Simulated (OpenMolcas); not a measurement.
Nb4+: effect of the metal basis

Nb4+ with its 6 nearest chloride ions at 2.442 Å, on the Zr site of Cs2ZrCl6 (a = 10.407 Å, distance in the model lattice 2.446 Å). The rest of the host is ab initio model potentials to 7.6 Å and point charges beyond; the distance is set by hand and nothing relaxes.

- Program: OpenMolcas 26.06
- Method: CASSCF
- Spin-orbit coupling: RASSI with atomic mean-field integrals over the reference wave functions

Fixed: ligand basis ANO-RCC-VDZP, active space 1 electron in 5 orbitals (4d), DKH2 Hamiltonian.

States (labels of O, the rotations of Oh). Energies in cm-1 above the lowest state or level, χT in cm3 K/mol; under a threefold ground state the first gap can be a small split of the lowest multiplet, not the spin-orbit step; 10Dq is the gap between the two states.

```csv
Run,Metal basis,Ground state,First state of that spin,10Dq,First gap with spin-orbit (degeneracies),χT at 300 K,Cost
A,ANO-RCC-VDZP,2T2,2E 25239,25239,"879.9 (4, 2)",0.166,roughly 11 core-seconds
B,ANO-RCC-VTZP,2T2,2E 24284,24284,"888.3 (4, 2)",0.164,roughly 40 core-seconds
```

Against A, |10Dq| changes by -3.8 % in B.

Costs are those of the RASSCF and RASSI steps.

An orbital triplet at a regular site is open to Jahn-Teller coupling, which can distort the site and quench the lowest spin-orbit gaps and is left out. With metal d orbitals alone the field can be off either way by tens of per cent. Ligand-to-metal charge-transfer states are missing. The least metal-like active orbital is 71 % on the metal (Löwdin) and no ligand orbital is active, so the numbers are rough (holds for A). The least metal-like active orbital is 72 % on the metal (Löwdin) and no ligand orbital is active, so the numbers are rough (holds for B). No measured value stands beside these numbers; the geometry was set by hand and not optimised.
